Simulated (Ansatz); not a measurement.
A nudged elastic band was laid between two geometries of C2H3BO (7 atoms, charge 0, multiplicity 1).

All numbers below come from RKS BHLYP/6-31G* in Ansatz 0.2.0.

| Property | Result |
| --- | --- |
| movable images | 9 |
| climbing image | yes |
| spring | 5.0 eV/Å² |
| optimiser | quadratic models (default) |
| start path | through a guess of the saddle point |
| force threshold | 0.05 eV/Å |
| iteration limit | 56 |
| end points | relaxed |

Image 0:

```xyz
7
Properties=species:S:1:pos:R:3
B -0.739 0.999 -0.751
C 0.080 0.446 0.218
C 0.430 -0.966 0.341
O 1.147 -1.414 1.199
H -1.429 1.475 -1.563
H 0.518 1.093 0.969
H -0.008 -1.634 -0.414
```

Image 10:

```xyz
7
Properties=species:S:1:pos:R:3
B -0.729 0.946 -0.749
C 0.106 0.490 0.263
C 0.422 -0.932 0.340
O 0.007 -1.770 -0.426
H -1.429 1.340 -1.595
H 0.534 1.150 1.003
H 1.088 -1.223 1.165
```

(1) What changes between the two ends?

(2) What energy profile does the band end with?

(3) What is the geometry of the highest image?

(4) What are the harmonic wavenumbers there?

Results:

(1) No bond is made or broken. The dihedral B1–C2–C3–O4 goes from -180 to 0°.

(2) It converged. The highest image is number 5 of 0 to 10, 0.41 eV above the first end and 0.42 eV above the last; the last end lies 0.01 eV below the first. A vibrational analysis at the climbing image gives one clearly imaginary mode, 300i cm⁻¹: a first-order saddle point.

```csv
image,path coordinate (Å),energy (eV),dihedral B1–C2–C3–O4 (°)
0,0.00,0.00,-180
1,0.36,0.03,-161
2,0.71,0.12,-143
3,1.07,0.24,-126
4,1.43,0.36,-109
5,1.78,0.41,-93
6,2.17,0.35,-75
7,2.55,0.22,-56
8,2.94,0.10,-37
9,3.32,0.01,-18
10,3.71,-0.01,0
```

(3) 
```xyz
7
Properties=species:S:1:pos:R:3:forces:R:3
B -0.863 1.008 -0.631 0.00 0.00 0.00
C 0.183 0.450 0.062 0.00 0.01 0.00
C 0.426 -0.993 0.362 0.00 0.00 0.00
O 0.077 -1.544 1.364 0.00 0.00 0.00
H -1.743 1.501 -1.218 0.00 0.00 0.00
H 0.934 1.123 0.466 0.00 0.00 0.00
H 0.987 -1.545 -0.405 0.00 0.00 0.00
```

(4) 300i, 232, 392, 676, 696, 782, 955, 1044, 1171, 1483, 1626, 1907, 2956, 3057, 3224 cm⁻¹.

The run took 3.1 min on 1 thread of Arm Neoverse V2 (shared host), peak memory 0.12 GiB.
